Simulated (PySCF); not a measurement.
C2H12O2Si4.
Atom-mapped SMILES: `[CH3:1][CH2:2][O:3][Si@@H:4]1[SiH2:5][SiH2:6][Si@@H:7]1[OH:8]`

Cartesian coordinates in Å at the GFN2-xTB level; atoms count from 1:
```
atom  x, y, z in Å
C1     2.7196    0.2957    0.6762
C2     2.1723   -0.5421   -0.4707
O3     0.8998   -1.0180   -0.1502
Si4   -0.4731   -0.9620   -1.0535
Si5   -1.0439    1.3007   -1.4197
Si6   -2.5021    1.2082    0.4410
Si7   -2.0682   -1.1085    0.6545
O8    -1.5093   -1.6069    2.1104
H9     3.7198    0.6463    0.4372
H10    2.0723    1.1528    0.8496
H11    2.7612   -0.2999    1.5850
H12    2.8278   -1.4016   -0.6594
H13    2.1322    0.0619   -1.3851
H14   -0.2743   -1.8742   -2.2001
H15    0.0522    2.2874   -1.3543
H16   -1.6692    1.6330   -2.7083
H17   -2.1316    2.0838    1.5701
H18   -3.8929    1.6199    0.1911
H19   -3.1854   -2.0461    0.5131
H20   -0.6123   -1.4198    2.3701
```

Definitions: NICS(0) = −σiso at the ring centroid; NICS(1) = −σiso and NICS(1)zz = −σzz at ±1 Å along the ring normal z. Level: GIAO PBE0/pcSseg-1 (PySCF, non-relativistic, gas phase) on the GFN2-xTB geometry, one conformer.

Ring bond lengths (Å), with Mayer bond orders in brackets: Si4–Si5 2.362 (0.87), Si5–Si6 2.366 (0.86), Si6–Si7 2.367 (0.81), Si7–Si4 2.342 (0.86).

Question: Give the NICS values of each ring in ppm.

Answer: 
```
           ring                                                type  NICS(0)  NICS(1), two faces  NICS(1)zz, two faces  rms pucker (Å)  centre to ring atoms, mean (Å)
Si4–Si5–Si6–Si7  4-membered ring with 4 Si; formal bonds all single      3.5          -1.5 / 0.6             1.7 / 6.0            0.05                            1.67
```

Question: What can be read from them?

Answer: 
- Si4–Si5–Si6–Si7: mean NICS(1)zz 3.9 ppm, deshielded. Si4, Si5, Si6, Si7 have four or more neighbours, so the value isn't read as a sign of a π ring current. The two faces differ by 4.3 ppm, so no symmetry operation interchanges them.
